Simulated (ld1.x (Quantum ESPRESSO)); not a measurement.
Bi, TM: configuration errors across variants

```
Element                 : Bi (Z = 83)
Generator               : ld1.x (Quantum ESPRESSO) 7.5
Type                    : norm-conserving Troullier–Martins (Kleinman–Bylander form)
Functional              : PBE
Relativity              : scalar-relativistic
Frozen core             : [Xe] 4f14
Valence charge          : 15
Reference configuration : 5d10 6s2 6p3
Partial waves           : 6s (bound): rc 1.80 bohr; 6p (bound): rc 2.10 bohr; 5d (bound): rc 1.15 bohr
Local potential         : the d channel
Core correction         : none
```

All-electron excitation energies from the reference (eV): (1) 5d10 6s2 6p2 7.913; (2) 5d10 6s2 6p1 23.160; (3) 5d10 6s2 6p0 46.502; (4) 5d10 6s1 6p4 10.082; (5) 5d10 6s2 6p3.3 -1.094; (6) 5d10 6s1 6p3 18.731.

Tests that are not counted but printed errors over 1 eV. “base”: 5d9 6s2 6p3 (solver errors, printed error -37.5 eV). “wave 6p (bound): rc 2.10 bohr becomes 6p (bound): rc 2.08 bohr”: 5d9 6s2 6p3 (solver errors, printed error -37.5 eV). “wave 6p (bound): rc 2.10 bohr becomes 6p (bound): rc 2.44 bohr”: 5d10 6s2 6p1 (solver errors, printed error -2.0 eV); 5d9 6s2 6p3 (solver errors, printed error -37.5 eV). “wave 6p (bound): rc 2.10 bohr becomes 6p (bound): rc 2.60 bohr”: 5d9 6s2 6p3 (solver errors, printed error -37.5 eV). “wave 6p (bound): rc 2.10 bohr becomes 6p (bound): rc 2.86 bohr”: 5d9 6s2 6p3 (solver errors, printed error -1507 eV).

A true bound ghost makes a file unfit for plane-wave use even where its test errors are small: the radial tests pick states by their node count and pass the ghost by. Where a test does run into it, the solver fails or the error is huge.

Errors AE − PS in meV (a dash: test not solved or not reliable):

| change | (1) | (2) | (3) | (4) | (5) | (6) | bound ghosts |
| --- | --- | --- | --- | --- | --- | --- | --- |
| base | -6.8 | -19 | -12 | -8.7 | +0.3 | -22 | s, p |
| wave 6p (bound): rc 2.10 bohr becomes 6p (bound): rc 1.88 bohr | -9.0 | -23 | -5.7 | -10 | +0.1 | -33 | s, p |
| wave 6p (bound): rc 2.10 bohr becomes 6p (bound): rc 2.08 bohr | -6.8 | -19 | -12 | -8.7 | +0.3 | -22 | s, p |
| wave 6p (bound): rc 2.10 bohr becomes 6p (bound): rc 2.44 bohr | -6.3 | – | -13 | -9.3 | +0.3 | -20 | s, p |
| wave 6p (bound): rc 2.10 bohr becomes 6p (bound): rc 2.60 bohr | -6.5 | -18 | -16 | -8.4 | +0.3 | -20 | s, p |
| wave 6p (bound): rc 2.10 bohr becomes 6p (bound): rc 2.86 bohr | -7.3 | -23 | -31 | -5.0 | +0.3 | -19 | s, p |
| wave 6p (bound): rc 2.10 bohr becomes 6p (bound): rc 3.10 bohr | -8.4 | -30 | -55 | -1.1 | +0.2 | -17 | s, p |

Question: Give the same row for: wave 6p (bound): rc 2.10 bohr becomes 6p (bound): rc 1.68 bohr.

Answer: -14, -33, +3.1, -16, -0.4, -55; bound ghosts: s, p.
